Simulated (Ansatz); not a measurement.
Total energies of `c1csc(-c2cnc(-c3cnc(-c4cnc(-c5cnc(-c6cnc(-c7cncs7)s6)s5)s4)s3)s2)n1` from Ansatz at PBE0-D4/def2-SVP, gas phase (1 Eh = 27.2114 eV = 2625.5 kJ/mol). The reference geometry is relaxed at PBE-D4/def2-SVP.

```json
{"state": "charge 0 singlet", "geometry": "reference", "energy (Eh)": "-3972.27982"}
{"state": "charge 1 doublet", "geometry": "reference", "energy (Eh)": "-3972.02660"}
{"state": "charge -1 doublet", "geometry": "reference", "energy (Eh)": "-3972.36104"}
{"state": "free C atom (triplet)", "geometry": "–", "energy (Eh)": "-37.76066"}
{"state": "free S atom (triplet)", "geometry": "–", "energy (Eh)": "-397.83788"}
{"state": "free N atom (quartet)", "geometry": "–", "energy (Eh)": "-54.47898"}
{"state": "free H atom (doublet)", "geometry": "–", "energy (Eh)": "-0.50029"}
```

Single mean-field runs in def2-SVP are fitted with def2-universal-jkfit.

Problem. Work out the vertical ionisation energy to the doublet.

Solution. E(charge 1 doublet) − E(charge 0 singlet) = -3972.02660 − (-3972.27982) = 0.25322 Eh = 6.89 eV. For comparison, −ε of the highest occupied level is 5.94 eV at this level, 0.95 eV less.

Problem. Work out the vertical electron affinity, to the doublet.

Solution. E(charge 0 singlet) − E(charge -1 doublet) = -3972.27982 − (-3972.36104) = 0.08122 Eh = 2.21 eV. The basis lacks diffuse functions, which makes affinities too small.

Problem. Give the fundamental gap IE − EA, the Mulliken electronegativity (IE + EA)/2 and the hardness (IE − EA)/2.

Solution. From the values in Eh: IE − EA = 0.25322 − 0.08122 = 0.17200 Eh = 4.68 eV; (IE + EA)/2 = 4.55 eV; (IE − EA)/2 = 2.34 eV. The HOMO–LUMO gap of the same run is 2.85 eV, 1.83 eV smaller than the fundamental gap.

Problem. What is the binding energy per atom against free atoms?

Solution. Atoms: 21 × (-37.76066) + 7 × (-397.83788) + 7 × (-54.47898) + 9 × (-0.50029) = -3963.69449 Eh. Binding: -3963.69449 − (-3972.27982) = 8.58533 Eh = 233.62 eV, or 5.31 eV for each of 44 atoms (no zero-point energy, no counterpoise term).
